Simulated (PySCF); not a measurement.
## Correlation energy of Ar⁺ (argon, charge +1)

[Ne] 3s2 3p5, 2P determinant. Computed with PySCF 2.14 in aug-cc-pV(D+d)Z (5s4p3d, 32 functions), with no relativity, point nucleus. Frozen: [Ne]; 7 electrons correlated.

```csv
level,correlation energy (mhartree)
CCSD,-143.17
(T),-2.07
CCSD(T),-145.24
CCSDT,-145.59
```

Diagnostics: T1 = 0.0058, D1 = 0.0207, largest double amplitude 0.047.

Cost of the coupled-cluster step: about 0.3 core-seconds, for 7 correlated electrons.

Iterations:

```
CC2 = 0
CCSD nocc = (np.int64(4), np.int64(3)), nmo = (27, 27)
frozen orbitals [[0, 1, 2, 3, 4], [0, 1, 2, 3, 4]]
max_cycle = 100
direct = 0
conv_tol = 1e-08
conv_tol_normt = 1e-06
diis_space = 8
diis_start_cycle = 0
Init t2, MP2 energy = -0.123132437487771
Init E_corr(UCCSD) = -0.123132437496319
cycle = 1  E_corr(UCCSD) = -0.138941205383949  dE = -0.0158087679  norm(t1,t2) = 0.033868
cycle = 2  E_corr(UCCSD) = -0.141868927548577  dE = -0.00292772216  norm(t1,t2) = 0.0108922
cycle = 3  E_corr(UCCSD) = -0.143195923334932  dE = -0.00132699579  norm(t1,t2) = 0.00437306
cycle = 4  E_corr(UCCSD) = -0.14316350563377  dE = 3.24177012e-05  norm(t1,t2) = 0.000454785
cycle = 5  E_corr(UCCSD) = -0.143164823839569  dE = -1.3182058e-06  norm(t1,t2) = 9.79979e-05
cycle = 6  E_corr(UCCSD) = -0.143165390102291  dE = -5.66262721e-07  norm(t1,t2) = 2.3172e-05
cycle = 7  E_corr(UCCSD) = -0.14316530303909  dE = 8.70632004e-08  norm(t1,t2) = 6.37702e-06
cycle = 8  E_corr(UCCSD) = -0.143165313956425  dE = -1.09173341e-08  norm(t1,t2) = 1.38827e-06
cycle = 9  E_corr(UCCSD) = -0.14316530783916  dE = 6.1172645e-09  norm(t1,t2) = 2.73852e-07
UCCSD converged
E(UCCSD) = -526.4048716941721  E_corr = -0.1431653078391601
UCCSD(T) correction = -0.00207457773352242
```
